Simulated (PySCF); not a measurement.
**Shieldings and the share of exact exchange**

Molecule: SMILES C(/CBC)=C\C, C₅H₁₁B.

Molfile (atoms numbered from 1):
```
C5H11B
     RDKit          3D

 17 16  0  0  0  0  0  0  0  0999 V2000
    3.2323    0.1858    0.7298 C   0  0  0  0  0  0  0  0  0  0  0  0
    1.8799    0.4675    0.0011 B   0  0  0  0  0  0  0  0  0  0  0  0
    0.6728   -0.5300    0.0228 C   0  0  0  0  0  0  0  0  0  0  0  0
   -0.6902    0.0368   -0.2016 C   0  0  0  0  0  0  0  0  0  0  0  0
   -1.7459   -0.1394    0.5993 C   0  0  0  0  0  0  0  0  0  0  0  0
   -3.0960    0.4628    0.3898 C   0  0  0  0  0  0  0  0  0  0  0  0
    3.3410   -0.8236    1.1536 H   0  0  0  0  0  0  0  0  0  0  0  0
    3.2779    0.9072    1.5698 H   0  0  0  0  0  0  0  0  0  0  0  0
    4.1083    0.4255    0.1055 H   0  0  0  0  0  0  0  0  0  0  0  0
    1.7701    1.4936   -0.6436 H   0  0  0  0  0  0  0  0  0  0  0  0
    0.9600   -1.1678   -0.8497 H   0  0  0  0  0  0  0  0  0  0  0  0
    0.6992   -1.2131    0.8884 H   0  0  0  0  0  0  0  0  0  0  0  0
   -0.8075    0.6746   -1.0884 H   0  0  0  0  0  0  0  0  0  0  0  0
   -1.6251   -0.7723    1.4895 H   0  0  0  0  0  0  0  0  0  0  0  0
   -3.8758   -0.3139    0.3124 H   0  0  0  0  0  0  0  0  0  0  0  0
   -3.3846    1.1097    1.2359 H   0  0  0  0  0  0  0  0  0  0  0  0
   -3.1303    1.0703   -0.5270 H   0  0  0  0  0  0  0  0  0  0  0  0
  1  2  1  0
  2  3  1  0
  3  4  1  0
  4  5  2  0
  5  6  1  0
  1  7  1  0
  1  8  1  0
  1  9  1  0
  2 10  1  0
  3 11  1  0
  3 12  1  0
  4 13  1  0
  5 14  1  0
  6 15  1  0
  6 16  1  0
  6 17  1  0
M  END
```

GIAO shieldings (ppm, equivalent atoms averaged) in PySCF on the PBE0-D3(BJ)/def2-SVP geometry, basis pcSseg-1, gas phase, non-relativistic:

```tsv
functional	exact exchange (%)	σ(C3)	σ(C1)	σ(B2)
BLYP	0	127.3	160.1	6.9
BP86	0	132.0	163.9	10.8
PBE	0	131.8	164.0	9.1
B3LYP	20	133.8	164.5	11.9
mPW1PW91	25	139.2	168.5	16.3
BHandHLYP	50	142.1	170.1	19.7
HF	100	154.5	178.2	35.4
```

**Question.** Fit each shielding as a line in the percentage of exact exchange.

**Answer.** σ(C3) = 130.5 + 0.24 x (rms 1.8 ppm); σ(C1) = 162.7 + 0.15 x (rms 1.5 ppm); σ(B2) = 8.5 + 0.26 x (rms 1.6 ppm). The functionals also differ in their semilocal parts, which the line can't hold; Hartree–Fock has no correlation at all.

**Question.** What does the line predict for PBE0 (25 %), and what does the run give?

**Answer.** σ(C3): 136.5 predicted, 139.6 computed; σ(C1): 166.4 predicted, 169.2 computed; σ(B2): 15.0 predicted, 15.6 computed ppm.
